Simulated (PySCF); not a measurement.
Some computed properties have been withheld. Give your best values.

Compound: C4H5O3S (charge -1).
Cartesian coordinates in Å at the GFN2-xTB level; atoms count from 1:
```xyz
13
C4H5O3S angstrom
O      2.3100   -0.9336    1.3673
S      2.1705   -0.1381    0.1466
O      3.1756   -0.4371   -0.8732
O      1.9637    1.2880    0.3802
C      0.6108   -0.7562   -0.5746
C     -0.5147   -0.2024   -0.2401
C     -1.9863   -0.1060   -0.3097
C     -1.1661    0.8538    0.5329
H      0.7063   -1.6057   -1.2307
H     -2.4424    0.2653   -1.2191
H     -2.5820   -0.8563    0.1952
H     -1.0524    1.8746    0.1992
H     -1.1974    0.7541    1.6082
```

```csv
property,level,value
point group of the GFN2-xTB geometry,GFN2-xTB,C1
"rotational constants A, B, C of the GFN2-xTB geometry",GFN2-xTB,"4.121, 1.141, 1.093 GHz"
HOMO energy,PBE0/pcSseg-1,?
LUMO energy,PBE0/pcSseg-1,?
13C chemical shifts (computed TMS as zero) by class,GIAO PBE0/pcSseg-1,"145.0 (C5), 117.1 (C6), 6.2 (C8), 2.9 (C7) ppm"
1H chemical shifts (computed TMS as zero) by class,GIAO PBE0/pcSseg-1,?
"isotropic shieldings of nuclei other than C and H, by class",GIAO PBE0/pcSseg-1,"95 (O1/O3), 109 (O4), 189 (S2) ppm"
```

Gas-phase values; electronic properties from PySCF, density fitting. One conformer (not necessarily the lowest) at the GFN2-xTB geometry, without solvent or vibrations. NMR classes are plain means over equivalent atoms (diastereotopic ones count apart unless rotation or inversion swaps them), as if these changed places fast; in this geometry the members of some classes differ. No diffuse functions stand in pcSseg-1, which bears on an anion's orbital energies.

(1) What is the HOMO energy?

(2) What are the 1H chemical shifts (computed TMS as zero) by class?

(3) The LUMO energy?

## Answers

(1) -1.96 eV.

(2) 6.84 (H9), 1.12 (H12/H13), 0.55 (H10/H11) ppm.

(3) 3.74 eV.

The rotational constants make it an asymmetric top with κ = (2B − A − C)/(A − C) = -0.97, nearer the prolate limit (−1). With B = h/(8π²I), that is 505.379 GHz u Å² over I, the principal moments of inertia are 122.6, 442.7 and 462.5 u Å² (most abundant isotopes).
